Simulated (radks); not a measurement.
Q: These are the eigenvalues of the occupied orbitals of an atom or ion with whole-number occupations (eV). Calculated with a radial shooting solver on a logarithmic mesh with Libxc functionals: Dirac Kohn-Sham, BLYP, spin-unpolarised, spherical densities, finite nucleus; Fermi nuclear charge, rms radius of each element as measured or else 0.836 A^(1/3) + 0.57 fm.

| orbital | eigenvalue |
|---|---|
| 1s1/2 | -74333.30 |
| 2s1/2 | -13423.10 |
| 2p1/2 | -12880.49 |
| 2p3/2 | -11348.62 |
| 3s1/2 | -3569.336 |
| 3p1/2 | -3326.232 |
| 3p3/2 | -2991.239 |
| 3d3/2 | -2583.332 |
| 3d5/2 | -2510.704 |
| 4s1/2 | -1184.050 |
| 4p1/2 | -1080.948 |
| 4p3/2 | -996.8121 |
| 4d3/2 | -826.6566 |
| 4d5/2 | -810.2534 |
| 4f5/2 | -593.3980 |
| 4f7/2 | -589.5983 |
| 5p1/2 | -502.8779 |

Which element is it, and in what charge state? The configuration may be excited. Open shells, if any, fill j = l - 1/2 first.

A: Z = 76, osmium, charge +21: Os21+ in [Kr] 4d9 4f9 5p1. The list shows which subshells hold electrons but not how many an open one holds; the 1s level, -2731.7 hartree, gives Z - s = 73.9 by -(Z - s)^2/2, which with screening and relativity narrows Z to a few neighbours, and the depths of the outer levels then fix element, charge and occupations together.
